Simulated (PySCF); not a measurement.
PySCF 2.14 output of a UHF calculation on a single atom or ion in x2c-SVPall, with scalar relativity by spin-free X2C-1e:

```
SCF conv_tol = 1e-09
number electrons alpha = 14  beta = 12
cycle= 1 E= -1391.33710789423  delta_E= -0.00491  |g|= 0.0235  |ddm|= 0.0362
cycle= 2 E= -1391.33718875338  delta_E= -8.09e-05  |g|= 0.00363  |ddm|= 0.00518
cycle= 3 E= -1391.33719249392  delta_E= -3.74e-06  |g|= 0.00136  |ddm|= 0.00197
cycle= 4 E= -1391.33719331034  delta_E= -8.16e-07  |g|= 0.000566  |ddm|= 0.000781
cycle= 5 E= -1391.33719373759  delta_E= -4.27e-07  |g|= 6.02e-05  |ddm|= 0.00104
cycle= 6 E= -1391.33719374157  delta_E= -3.98e-09  |g|= 1.58e-05  |ddm|= 8.51e-05
cycle= 7 E= -1391.33719374189  delta_E= -3.14e-10  |g|= 1.74e-06  |ddm|= 2.56e-05
converged SCF energy = -1391.33719374189  <S^2> = 2.0048001  2S+1 = 3.0031983
```

The run itself started from symmetry-adapted Hartree-Fock orbitals and held the occupation by maximum overlap, so the iterations belong to that start.

Question: Which element, charge and spin multiplicity is this?

Answer: Co⁺ (cobalt, charge +1), multiplicity 3; the state was [Ar] 3d8, high-spin 3F determinant.
